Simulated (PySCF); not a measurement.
Compound: Zr(OiPr)Cl3, C₃H₇Cl₃OZr (singlet state).
Bonds: Zr1–O2, Zr1–Cl13, Zr1–Cl14, Zr1–Cl15, O2–C3, C3–C4, C3–C5. Hydrogens: H6 on C3; H7, H8, H9 on C4; H10, H11, H12 on C5.

A GFN2-xTB structure was refined with PBE0-D3(BJ)/def2-SVP geometry optimisation, gas phase, def2 core potentials past Kr (PySCF 2.14.0). Its GFN2-xTB values:

| coordinate | GFN2-xTB |
| --- | --- |
| Zr1–O2 | 1.765 Å |
| Zr1–Cl13 | 2.269 Å |
| O2–C3 | 1.384 Å |
| C3–C4 | 1.422 Å |
| C3–H6 | 1.143 Å |
| C4–H7 | 1.143 Å |
| Zr1–O2–C3 | 114.5° |
| O2–Zr1–Cl13 | 118.2° |
| O2–C3–C4 | 114.3° |
| C4–C3–C5 | 112.2° |
| Cl13–Zr1–Cl14 | 100.1° |
| Cl13–Zr1–Cl15 | 103.0° |
| Cl14–Zr1–Cl15 | 99.0° |

Q: How do these coordinates change at the PBE0-D3(BJ)/def2-SVP level?

A: 
```csv
coordinate,PBE0-D3(BJ)/def2-SVP (Å or °),change
Zr1–O2,1.865,+0.100
C3–C4,1.516,+0.094
Zr1–Cl13,2.344,+0.075
C4–H7,1.101,-0.042
C3–H6,1.105,-0.038
O2–C3,1.410,+0.026
Zr1–O2–C3,172.4,+57.9
Cl14–Zr1–Cl15,111.8,+12.8
O2–Zr1–Cl13,107.4,-10.8
Cl13–Zr1–Cl15,112.8,+9.8
Cl13–Zr1–Cl14,109.1,+9.0
O2–C3–C4,108.8,-5.5
C4–C3–C5,113.8,+1.6
```

The energy falls by 160.7 kJ/mol over 21 energy and gradient evaluations, the largest force component goes from 0.1000 to 3.7e-04 Eh/bohr, and the atoms move by 0.685 Å rms after alignment. The bond that changes most is Zr1–O2 (ends: zirconium bonded to 3 Cl and O; oxygen bonded to C and Zr), which lengthens by 0.100 Å. Bonds longer at the end by more than 0.005 Å: 7 of 14; shorter: 6. Rotational constants go from 1025, 695.5, 648.5 to 868.7, 562.0, 526.5 MHz.

The run used 176 basis functions and 166 SCF cycles in all. The run took 12 min of wall time on one thread, Arm Neoverse N1 (aarch64), no GPU, shared host with 64 logical CPUs at a one-minute load of 39, and the process peaked at 0.96 GiB of memory.

Not checked by PBE0-D3(BJ)/def2-SVP frequencies.
